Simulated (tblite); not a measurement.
C₅H₈ClF₃Si.
Atom-mapped SMILES: `[F:1][C:2]([F:3])([F:4])[CH2:5][SiH2:6][CH2:7]/[CH:8]=[CH:9]/[Cl:10]` (hydrogens: H11, H12 on C5; H13, H14 on Si6; H15, H16 on C7; H17 on C8; H18 on C9)

Structure optimised with GFN2-xTB, isolated species.

Give the optimised bond lengths and angles.

| bond | length (Å) |
| --- | --- |
| F1–C2, C2–F3, C2–F4 | 1.346 |
| C2–C5 | 1.496 |
| C5–Si6 | 1.917 |
| Si6–C7 | 1.914 |
| C7–C8 | 1.490 |
| C8=C9 | 1.323 |
| C9–Cl10 | 1.724 |
| C5–H11, C5–H12 | 1.089 |
| Si6–H13, Si6–H14 | 1.464 |
| C7–H15, C7–H16 | 1.090 |
| C8–H17 | 1.081 |
| C9–H18 | 1.079 |

Bonds in one row agree within 0.01 Å and their mean is given. A selection of angles:
| angle | degrees |
| --- | --- |
| F1–C2–F3 | 105.9 |
| F1–C2–C5 | 112.6 |
| C2–C5–Si6 | 112.0 |
| C2–C5–H11 | 107.0 |
| Si6–C5–H11 | 110.9 |
| H11–C5–H12 | 108.0 |
| C5–Si6–C7 | 108.5 |
| C5–Si6–H13 | 109.7 |
| C5–Si6–H14 | 105.1 |
| C7–Si6–H13 | 110.8 |
| H13–Si6–H14 | 111.5 |
| Si6–C7–C8 | 110.7 |
| Si6–C7–H15 | 108.9 |
| C8–C7–H15 | 109.4 |
| H15–C7–H16 | 107.8 |
| C7–C8–C9 | 123.3 |
| C7–C8–H17 | 116.5 |
| C9–C8–H17 | 120.2 |
| C8–C9–Cl10 | 122.6 |
| C8–C9–H18 | 123.7 |
| Cl10–C9–H18 | 113.7 |

Torsions: F1–C2–C5–Si6 -58° (synclinal); C2–C5–Si6–C7 -71° (synclinal); C5–Si6–C7–C8 -57° (synclinal); Si6–C7–C8–C9 104° (anticlinal); C7–C8–C9–Cl10 -178° (antiperiplanar). The mirror-image conformer, all signs reversed, is as good.

All 3 C–F bonds measure 1.345 to 1.346 Å. The C–C distances run from 1.323 Å (C8=C9, drawn double) to 1.496 Å (C2–C5, drawn single), a spread of 0.173 Å. Of the pairs four or more bonds apart, F4···H16 is among the closest relative to their van der Waals radii: 2.61 Å, 98 % of the sum of Bondi's values. Si6 (SiH2 silicon) is distorted tetrahedral (angles from 105.1° to 111.5°).

Point group: C1 (no symmetry element, even within 0.4 Å). Its GFN2-xTB frequencies are all real (lowest 23 cm⁻¹). The numbers are those of one conformer. 3 starts were optimised and ended at 0.00, 1.22 and 2.10 kcal/mol (GFN2-xTB); the lowest of these is shown.

Time: 3.0 s wall. Hardware: one thread of an Intel Xeon at 2.50 GHz, no GPU, shared host with 64 logical CPUs at a one-minute load of 17. That covers the optimisation of the geometry.

These are computed values.
